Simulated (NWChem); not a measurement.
System: SiH2F2; SMILES F[SiH2]F

The following NWChem deck was run.

```
start job
memory heap 200 mb stack 900 mb global 1100 mb
geometry units angstroms noautoz
  Si     0.000000     0.000000     0.432824
  F      1.315072     0.000000    -0.524469
  F     -1.315072     0.000000    -0.524469
  H      0.000000     1.257849     1.238243
  H      0.000000    -1.257849     1.238243
end
basis spherical
  * library def2-tzvp
end
dft
  xc slater vwn_5
  iterations 150
  vectors input atomic output neutral.movecs
end
task dft energy
charge 1
dft
  odft
  mult 2
  vectors input atomic output cation.movecs
end
task dft energy
```

Excerpt of the output:

```
             Northwest Computational Chemistry Package (NWChem) 7.3.0
             --------------------------------------------------------

 C2V symmetry detected

                             Geometry "geometry" -> ""
                             -------------------------

 Output coordinates in angstroms (scale by  1.889725989 to convert to a.u.)

  No.       Tag          Charge          X              Y              Z
 ---- ---------------- ---------- -------------- -------------- --------------
    1 Si                  14.0000     0.00000000     0.00000000     0.45942459
    2 F                    9.0000     1.31507200     0.00000000    -0.49786841
    3 F                    9.0000    -1.31507200     0.00000000    -0.49786841
    4 H                    1.0000     0.00000000     1.25784900     1.26484359
    5 H                    1.0000     0.00000000    -1.25784900     1.26484359

 Effective nuclear repulsion energy (a.u.)     115.9293447940

      Symmetry information
      --------------------

 Group name             C2v
 Group number             16
 Group order               4
 No. of unique centers     3

                                 NWChem DFT Module
                                 -----------------

 Summary of "ao basis" -> "ao basis" (spherical)
 ------------------------------------------------------------------------------
       Tag                 Description            Shells   Functions and Types
 ---------------- ------------------------------  ------  ---------------------
 Si                        def2-tzvp                13       37   5s5p2d1f
 F                         def2-tzvp                11       31   5s3p2d1f
 H                         def2-tzvp                 4        6   3s1p

      Symmetry analysis of basis
      --------------------------

        a1         42
        a2         14
        b1         31
        b2         24

            General Information
            -------------------
          SCF calculation type: DFT
          Wavefunction type:  closed shell.
          No. of atoms     :     5
          No. of electrons :    34
           Alpha electrons :    17
            Beta electrons :    17
          Charge           :     0
          Spin multiplicity:     1
          Use of symmetry is: on ; symmetry adaption is: on
          Maximum number of iterations: 150
          AO basis - number of functions:   111
                     number of shells:    43
          Convergence on energy requested:  1.00D-06
          Convergence on density requested:  1.00D-05
          Convergence on gradient requested:  5.00D-04

              XC Information
              --------------
                        Slater Exchange Functional  1.000 local
                      VWN V Correlation Functional  1.000 local

             Grid Information
             ----------------
          Grid used for XC integration:  medium
          Radial quadrature: Mura-Knowles
          Angular quadrature: Lebedev.
          Tag              B.-S. Rad. Rad. Pts. Rad. Cut. Ang. Pts.
          ---              ---------- --------- --------- ---------
          Si                  1.10       88           7.0       590
          F                   0.50       49           8.0       434
          H                   0.35       45           8.0       434
          Grid pruning is: on
          Number of quadrature shells:   182
          Spatial weights used:  Erf1

      Superposition of Atomic Density Guess
      -------------------------------------

 Sum of atomic energies:        -488.67118564

      Non-variational initial energy
      ------------------------------

 Total energy =    -489.047154
 1-e energy   =    -910.411622
 2-e energy   =     305.435123
 HOMO         =      -0.405719
 LUMO         =       0.053409

      Symmetry analysis of molecular orbitals - initial
      -------------------------------------------------

  Numbering of irreducible representations:

     1 a1          2 a2          3 b1          4 b2

  Orbital symmetries:

     1 a1          2 a1          3 b1          4 a1          5 b1
     6 a1          7 b2          8 a1          9 b1         10 a1
    11 b1         12 a1         13 b2         14 a2         15 b1
    16 a1         17 b2         18 b1         19 a1         20 a1
    21 b2         22 a1         23 b2         24 b1         25 a1
    26 a2         27 b2

   convergence    iter        energy       DeltaE   RMS-Dens  Diis-err
 ---------------- ----- ----------------- --------- --------- ---------
 d= 0,ls=0.0,diis     1   -488.0477421567 -6.04D+02  1.11D-02  2.51D+00
 d= 0,ls=0.0,diis     2   -487.7476445114  3.00D-01  8.46D-03  5.24D+00
 d= 0,ls=0.0,diis     3   -488.1315081365 -3.84D-01  1.84D-03  5.30D-01
 d= 0,ls=0.0,diis     4   -488.1669150999 -3.54D-02  8.02D-04  9.09D-03
 d= 0,ls=0.0,diis     5   -488.1679734003 -1.06D-03  1.78D-04  7.00D-04
  Resetting Diis
 d= 0,ls=0.0,diis     6   -488.1680377353 -6.43D-05  1.90D-05  3.94D-05
 d= 0,ls=0.0,diis     7   -488.1680408353 -3.10D-06  8.83D-06  1.11D-06
 d= 0,ls=0.0,diis     8   -488.1680405540  2.81D-07  5.70D-06  5.16D-06

         Total DFT energy =     -488.168040553971
      One electron energy =     -911.867405500391
           Coulomb energy =      347.881729356412
    Exchange-Corr. energy =      -40.111709204004
 Nuclear repulsion energy =      115.929344794012

 Numeric. integr. density =       33.999993741254

                  Occupations of the irreducible representations
                  ----------------------------------------------

                     irrep           alpha         beta
                     --------     --------     --------
                     a1                8.0          8.0
                     a2                1.0          1.0
                     b1                5.0          5.0
                     b2                3.0          3.0

[...]
```

Level: LDA (Slater exchange, VWN5)/def2-TZVP, vertical spin-unrestricted ions. All runs use the structure optimised with PBE-D3(BJ)/def2-SVP.
